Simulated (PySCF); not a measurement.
## Frontier levels across methods

Species: C6H9OP.
Structure used (PBE0-D3(BJ)/def2-SVP), in Å, numbered top down from 1:
```xyz
17
C6H9OP angstrom
C     -1.9385   -2.0672    0.7832
C     -1.0043   -1.6185   -0.0567
P     -0.2966    0.0173    0.2487
O     -0.8826    0.7051    1.4464
C     -0.5292    0.9347   -1.2918
C     -1.1823    2.0968   -1.2425
C      1.4868   -0.2560    0.3691
C      2.1225    0.1642    1.4639
H     -2.4081   -3.0477    0.6605
H     -2.2542   -1.4414    1.6252
H     -0.6598   -2.2099   -0.9131
H     -0.1320    0.5307   -2.2304
H     -1.3565    2.7040   -2.1359
H     -1.5595    2.4654   -0.2823
H      2.0135   -0.7584   -0.4509
H      3.2002    0.0271    1.5947
H      1.5605    0.6615    2.2620
```

Basis pcSseg-1 throughout (PySCF), one geometry. The structure is a single PBE0-D3(BJ)/def2-SVP conformer in the gas phase; no vibrational or solvent corrections.

Question: How do the orbital energies, the gap and the dipole change with the method?

Answer: 
```tsv
method	kind	HOMO (eV)	LUMO (eV)	gap (eV)	μ (D)	SCF cycles
BLYP	GGA	-6.10	-1.73	4.36	3.24	16
OPBE	GGA	-6.22	-1.79	4.43	3.17	17
PBE	GGA	-6.26	-1.90	4.36	3.21	16
BP86	GGA	-6.38	-1.99	4.39	3.23	16
KT2	GGA	-6.41	-1.88	4.53	3.14	16
mPW1PW91	global hybrid	-7.80	-0.93	6.87	3.36	14
```

The HOMO spans 1.70 eV, from BLYP down to mPW1PW91, and the gap runs from 4.36 eV (PBE) to 6.87 eV (mPW1PW91). The dipole ranges from 3.14 D (KT2) to 3.36 D (mPW1PW91). This basis has no diffuse functions.
